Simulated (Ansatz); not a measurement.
The cluster Rb₃Cl₄. Charge 0, multiplicity 2. Geometry PBE0-D4/def2-SVP; atoms count from 1.

Cartesian coordinates in Å:
```
Rb -1.621 -0.612 0.921
Rb -0.610 1.765 -2.656
Rb 2.742 -0.992 1.424
Cl 1.172 1.504 0.052
Cl -3.101 0.946 -1.285
Cl 1.069 -0.723 -1.369
Cl 0.348 -1.888 2.914
```

In the def2 sets Rb takes a core potential; there is no spin–orbit coupling. In the doublet, Cl4 and Cl6 lie 2.64 Å apart (atoms count from 1), so these atoms are partly bonded to each other. Another isomer (doublet) lies 0.03 eV lower at PBE0-D4/def2-TZVP; other spin states weren't run for this one.

Estimate the Mulliken populations from the PBE0/def2-TZVP orbitals of Ansatz.


```tsv
atom	charge (e)	spin (α − β)
Rb1	0.76	0.00
Rb2	0.75	0.00
Rb3	0.75	0.00
Cl4	-0.39	0.51
Cl5	-0.73	0.00
Cl6	-0.40	0.50
Cl7	-0.73	0.00
```
Mulliken values depend strongly on the basis.

Where does the spin sit?

Summed by element: Rb -0.01, Cl 1.01, of 1 unpaired in all. Largest on single atoms: Cl4 0.51, Cl6 0.50, Rb3 0.00.

And the Mayer bond orders between heavy atoms (over 0.3)?

Rb2–Cl5 0.31 (2.96 Å); Rb3–Cl7 0.31 (2.96 Å); Cl4–Cl6 0.49 (2.64 Å).
